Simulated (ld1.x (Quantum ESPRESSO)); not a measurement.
# Plane-wave convergence, TM potential for hydrogen (H)

H, norm-conserving Troullier–Martins (Kleinman–Bylander form), made with ld1.x (Quantum ESPRESSO) 7.5 (BLYP, scalar-relativistic). Core none, reference 1s1. Waves: 1s (bound): rc 1.30 bohr; 2p channel at 0.45 Ry: rc 1.34 bohr. Local part: all-electron potential smoothed inside 0.85 bohr (lloc = -1). Core correction: none.

The pseudo-atom Hamiltonian at the reference potential is diagonalised in spherical Bessel functions j_l(qr) that vanish at 20 bohr, with q² up to the cutoff. All-electron valence levels (Ry): 1s -0.4801.

Task: How do the lowest levels (Ry) of each channel move with the cutoff, and are there ghosts?

Result:

| cutoff (Ry) | s #1 | s #2 | p #1 | d #1 | f #1 | f #2 | Σ f·Δε (mRy) |
| --- | --- | --- | --- | --- | --- | --- | --- |
| 8 | -0.4258 | 0.0050 | 0.0223 | 0.0737 | 0.1182 | 0.2509 | 54.3 |
| 12 | -0.4517 | 0.0035 | 0.0222 | 0.0737 | 0.1182 | 0.2509 | 28.4 |
| 18 | -0.4693 | 0.0026 | 0.0222 | 0.0737 | 0.1182 | 0.2509 | 10.7 |
| 25 | -0.4760 | 0.0022 | 0.0222 | 0.0737 | 0.1182 | 0.2509 | 4.1 |
| 35 | -0.4794 | 0.0021 | 0.0222 | 0.0737 | 0.1182 | 0.2509 | 0.6 |
| 45 | -0.4799 | 0.0021 | 0.0222 | 0.0737 | 0.1182 | 0.2509 | 0.2 |
| 400 | -0.4801 | 0.0020 | 0.0222 | 0.0737 | 0.1182 | 0.2509 | 0.0 |

Result: no extra level below or beside the all-electron valence levels (s, p, d, f tested); 10 mRy is reached at 21 Ry and 1 mRy at 35 Ry.
